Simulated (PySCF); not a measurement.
Vertical excitations of a molecule C3H6O2Si from TDA-PBE/def2-SVPD (PySCF), as energy in eV (oscillator strength): 4.45 (0.003), 5.03 (0.197), 5.95 (0.000), 6.15 (0.002), 6.17 (0.004), 6.45 (0.012), 6.51 (0.003), 6.52 (0.082), 6.74 (0.023), 6.81 (0.002). Lowest triplet (TDA): 3.84 eV. The structure is a stationary point at PBE0-D3(BJ)/def2-SVP. One conformer was computed; it need not be the lowest.

**Question.** Which molecule gave these data?
A) CC1=CO[Si@H]1O
B) C[C@H]1OC(=O)[SiH2]1
C) O=C1OCC[SiH2]1
D) C=COC(=O)[SiH3]

**Answer.** D, C=COC(=O)[SiH3]
